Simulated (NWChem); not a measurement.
InCl2F; SMILES [F][In]([Cl])[Cl]

def2 effective core potentials on In; no spin-orbit coupling.

Question: Give the equilibrium geometry at PBE-D3(BJ)/def2-SVP with def2 effective core potentials on In (NWChem) as a Z-matrix, with the point group.

Answer: point group C2v; any orientation.
```
In
F 1 1.9630
Cl 1 2.3366 2 118.37
Cl 1 2.3366 2 118.37 3 180.00
```
